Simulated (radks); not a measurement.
Problem. The table gives one normalised radial function P(r) = r R(r) (large component) of Eu in [Xe] 4f7 6s1 6p1 (r in bohr). Method: Dirac Kohn-Sham, PBE, spin-unpolarised, spherical densities, finite nucleus; open shells are shared between the two j in proportion to 2j + 1; Fermi nuclear charge, rms radius 5.1115 fm; computed with a radial shooting solver on a logarithmic mesh with Libxc functionals.

r,P
0.001096,0.0000
0.001509,0.0000
0.002078,0.0000
0.002862,0.0000
0.003941,0.0000
0.005428,0.0000
0.007475,0.0000
0.01038,0.0000
0.01429,0.0001
0.01968,0.0003
0.0271,0.0011
0.03732,0.0032
0.05139,0.0092
0.07078,0.0252
0.09747,0.0638
0.1342,0.1465
0.1848,0.2989
0.2546,0.5294
0.3506,0.7947
0.4828,0.9928
0.6648,1.0183
0.9156,0.8690
1.261,0.6347
1.75,0.3972
2.41,0.2178
3.319,0.1041
4.571,0.0436
6.295,0.0146
8.669,0.0034
11.94,0.0005
16.44,0.0000

Which n and l does it have? It may be an empty orbital.

Solution. n = 4, l = 3: the number of nodes gives n - l - 1 = 0, the rise at small r points to l (for j = l - 1/2 the large component starts outside the nucleus as r^gamma with gamma = sqrt(l^2 - (Z/c)^2) = 2.96 and the r^(l+1) term takes over further out; the orbital of l - 1 with the same j starts with the same power, but with a larger coefficient, and does not steepen), and the extent must fit the shell. The curve is that of 4f5/2; the two j differ most near the nucleus, where j = l - 1/2 has the larger amplitude, and in heavy atoms j = l - 1/2 is also the more compact. 4f5/2: eigenvalue -4.364 eV, 0 radial nodes, <r> = 0.961 bohr, 90 % of the charge inside 1.69 bohr.
